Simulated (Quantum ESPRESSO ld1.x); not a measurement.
The numbers below are computed, except where a source is named.
Species: Ta+. Configuration: [Xe] 4f13 5d5 (not the ground configuration). Code: ld1.x of Quantum ESPRESSO 7.5. Model: scalar-relativistic Kohn-Sham, LDA (Slater exchange, VWN5 correlation), spin-polarised, spherical densities, point nucleus; open shells are filled with parallel spins first. Some entries of the table are withheld. Estimate them.

orbital  occ.  eigenvalue (eV)  <r^2> (bohr^2)  r(max) (bohr)
1s down     1         -67328.2       0.0004791        0.01168
1s up       1         -67328.2       0.0004791        0.01168
2s up       1         -11580.8        0.007382        0.06690
2s down     1         -11580.5        0.007382        0.06690
2p up       3         -10154.0        0.006087        0.05478
2p down     3         -10153.8        0.006087        0.05478
3s up       1         -2664.93         0.04804         0.1888
3s down     1         -2664.26         0.04803         0.1888
3p up       3         -2240.65         0.04873         0.1867
3p down     3         -2239.98         0.04871         0.1867
3d up       5         -1744.63         0.04043         0.1519
3d down     5         -1744.04         0.04041         0.1519
4s up       1         -554.597          0.2372         0.4287
4s down     1         -553.351          0.2372         0.4287
4p up       3         -415.060          0.2697         0.4493
4p down     3         -413.844          0.2697         0.4493
4d up       5         -236.474          0.3145         0.4606
4d down     5         -235.250          0.3144         0.4607
5s up       1         -82.8309             (1)         0.9798
5s down     1         -80.6993             (2)         0.9769
5p up       3         -48.5122             (3)          1.112
5p down     3         -45.9859             (4)          1.106
4f up       7              (5)          0.4847         0.4370
4f down     6              (6)          0.4782         0.4370
5d up       5         -11.3317           4.917          1.537
5d down     0          -8.4964           5.519          1.526

Answer. 
(1) 5s up <r^2> (bohr^2): 1.333
(2) 5s down <r^2> (bohr^2): 1.318
(3) 5p up <r^2> (bohr^2): 1.851
(4) 5p down <r^2> (bohr^2): 1.825
(5) 4f up eigenvalue (eV): -38.5618
(6) 4f down eigenvalue (eV): -37.1733
